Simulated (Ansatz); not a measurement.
Reaction (redistribution): `B[SiH](F)Cl` + `O[CH]([SiH3])[GeH3]` → `B[CH](O)[GeH3]` + `F[SiH]([SiH3])Cl`

Calculated with Ansatz (gas phase, PBE0-D4/def2-TZVP geometries, no zero-point term in ΔE). CCSD(T)/CBS adds triple-zeta CCSD(T) − MP2 to the extrapolated MP2 energy (def2 sets, frozen cores). Functionals use def2-TZVPP. For Ge outer-core shells are correlated without core-valence functions, which leaves a few kJ/mol of doubt a bond. Scalar relativity is left out up to krypton. One conformer a species, not always the lowest.

`B[SiH](F)Cl`:

```xyz
7

B    -0.832   -0.698   -0.566
Si    0.472    0.340    0.535
F     1.766   -0.493    0.957
Cl    1.041    1.788   -0.814
H    -1.968   -0.339   -0.639
H    -0.475   -1.621   -1.233
H    -0.003    1.022    1.760
```

`O[CH]([SiH3])[GeH3]`:

Z-matrix (Å, degrees):
```
C
Si 1 1.887
Ge 1 1.974 2 112.6
O 1 1.429 2 111.7 3 -119.5
H 1 1.100 2 109.1 3 117.1
H 2 1.486 1 110.8 3 52.2
H 2 1.488 1 110.6 3 -69.5
H 2 1.492 1 108.3 3 171.0
H 3 1.536 1 109.4 2 179.0
H 3 1.536 1 109.6 2 -60.4
H 3 1.539 1 108.7 2 59.2
H 4 0.962 1 108.8 2 -56.0
```

`B[CH](O)[GeH3]`:

Z-matrix (Å, degrees):
```
Ge
C 1 2.133
B 1 2.434 2 37.5
H 1 1.535 2 109.3 3 -97.0
H 1 1.538 2 98.9 3 147.6
H 1 1.535 2 118.5 3 30.4
O 2 1.382 1 111.3 3 -120.3
H 2 1.094 1 98.6 3 119.3
H 3 1.195 1 111.0 2 115.0
H 3 1.200 1 93.4 2 -119.5
H 7 0.961 2 109.9 1 -74.8
```

`F[SiH]([SiH3])Cl`:

Cartesian coordinates in Å:
```
F 0.275 -1.126 -1.933
Si -0.317 0.084 -1.076
Si 0.234 -0.196 1.180
Cl 0.536 1.817 -1.759
H -1.767 0.161 -1.371
H -0.349 -1.464 1.693
H -0.324 0.950 1.943
H 1.712 -0.225 1.322
```

**Question.** Is it downhill or uphill in electronic energy at CCSD(T)/CBS, and by how much? (Best estimate.)

**Answer.** Ansatz gave: Downhill: ΔE = -0.53 eV.

**Question.** What do these levels give: PBE-D4, PBE0-D4, ωB97X-V, ωB97M-V, r2SCAN, HF/def2-QZVPP? (An estimate is asked.)

**Answer.** The calculation gave: PBE-D4 -0.81, PBE0-D4 -0.71, ωB97X-V -0.52, ωB97M-V -0.58, r2SCAN -0.72, HF/def2-QZVPP -0.26 eV.

Largest T1 diagnostic among the species: 0.013.

In def2-TZVPP, CCSD(T) changes the Hartree–Fock value by −0.28 eV (the triples alone add −0.06 eV) and MP2 by −0.29 eV. From PBE to PBE0 (25 % exact exchange), in def2-TZVPP and without D4, ΔE moves by +0.10 eV.
